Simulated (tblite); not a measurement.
C4H9ClOSi.
Atom-mapped SMILES: `[CH3:1][O:2][SiH2:3][CH2:4]/[CH:5]=[CH:6]\[Cl:7]` (hydrogens: H8, H9, H10 on C1; H11, H12 on Si3; H13, H14 on C4; H15 on C5; H16 on C6)

The geometry is computed with GFN2-xTB (gas phase).

Problem. What internal coordinates does the optimisation give?

Solution. 
```tsv
bond	length (bohr)	order
C1–O2	2.636	single
O2–Si3	3.061	single
Si3–C4	3.596	single
C4–C5	2.794	single
C5=C6	2.501	double
C6–Cl7	3.259	single
C1–H8, C1–H9, C1–H10	2.063	single
Si3–H11, Si3–H12	2.773	single
C4–H13, C4–H14	2.058	single
C5–H15	2.042	single
C6–H16	2.036	single
```

Bonds in one row agree within 0.02 bohr and their mean is given. Orders are formal, as drawn. A selection of angles:
```tsv
angle	degrees
O2–C1–H8	110.7
O2–C1–H10	108.1
H8–C1–H9	108.5
C1–O2–Si3	128.1
O2–Si3–C4	102.0
O2–Si3–H11	112.1
C4–Si3–H11	112.0
H11–Si3–H12	108.1
Si3–C4–C5	109.7
Si3–C4–H13	109.8
C5–C4–H13	109.9
H13–C4–H14	108.1
C4–C5–C6	125.8
C4–C5–H15	116.8
C6–C5–H15	117.4
C5–C6–Cl7	122.5
C5–C6–H16	124.3
Cl7–C6–H16	113.1
```

Torsions: C1–O2–Si3–C4 180° (antiperiplanar); O2–Si3–C4–C5 179° (antiperiplanar); Si3–C4–C5–C6 -92° (anticlinal); C4–C5–C6–Cl7 -1° (synperiplanar). The mirror-image conformer, all signs reversed, is as good.

O2 (silyl ether oxygen) is bent (angle 128.1°). The 2 C–C bonds span 1.324 Å (C5=C6, drawn double) to 1.479 Å (C4–C5, drawn single), a spread of 0.155 Å. Of the pairs four or more bonds apart, Cl7···H14 is among the closest relative to their van der Waals radii: 2.70 Å, 92 % of the sum of Bondi's values. Si3 (oxygen-bound silicon) is distorted tetrahedral (angles from 102.0° to 112.1°).

Point group: C1 (no symmetry element, even within 0.4 Å). Its GFN2-xTB frequencies are all real (lowest 29 cm⁻¹). The numbers are those of one conformer. 3 starts were optimised and ended at 0.00, 0.26 and 0.84 kcal/mol (GFN2-xTB); the lowest of these is shown.
